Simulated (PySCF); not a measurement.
## Electronic structure of Cl³⁺ (chlorine, charge +3) at the UHF level

Configuration: [Ne] 3s2 3p2, high-spin 3P determinant. All numbers are calculated (PySCF 2.14, scalar relativity by spin-free X2C-1e, in an uncontracted even-tempered set (21 s from 0.054 bohr⁻², ratio 2.5; 13 p from 0.071 bohr⁻², ratio 2.5; 5 d from 0.92 bohr⁻², ratio 2.7; 5 f from 1.4 bohr⁻², ratio 2.7)).

| Quantity | Value |
| --- | --- |
| Total energy | -458.208211 hartree |
| One-electron energy | -610.8532 hartree |
| Hartree (Coulomb) energy | 179.2326 hartree |
| Exchange energy | -26.5876 hartree |
| ⟨S²⟩ | 2.0074 |
| ⟨L²⟩ | 2.021 |
| Sum of ⟨r⟩ | 9.336 bohr |
| Sum of ⟨r²⟩ | 11.54 bohr² |
| Traceless quadrupole moment −½Σ⟨3z² − r²⟩ along its main axis | 1.06 e·bohr² |
| Langevin diamagnetic susceptibility | -9.14 ×10⁻⁶ cm³/mol |

```
shell  electrons  mean orbital energy (hartree)  spread (hartree)  rms radius, mean of both spins (bohr)
 1s α          1                     -106.97636                 0                                  0.105
 1s β          1                     -106.94337                 0                                  0.105
 2s α          1                      -12.33454                 0                                  0.477
 2s β          1                      -12.30419                 0                                  0.477
 2p α          3                       -9.74191           0.02944                                  0.450
 2p β          3                       -9.68501           0.03367                                  0.450
 3s α          1                       -2.55468                 0                                   1.50
 3s β          1                       -2.27393                 0                                   1.50
 3p α          2                       -1.94769                 0                                   1.63
```

Densities and radii are taken from the X2C orbitals without a picture-change correction, which distorts them close to the nucleus.

Spin-orbit constants ζ (cm⁻¹) from the X2C one-electron operator on these orbitals: bare nucleus, nucleus screened by l(l+1)(2l+1)/3 electrons, and screened by the Breit-Pauli mean field of the electrons.

```tsv
shell	bare	screened nucleus	mean field
2p	10110	8922	8390
3p	994.5	877.5	817.1
```

To first order the Landé constant is A = 408.6 cm⁻¹, so the lowest level has J = 0 and lies 0.101 eV below the centre of the term. This holds in LS coupling only.
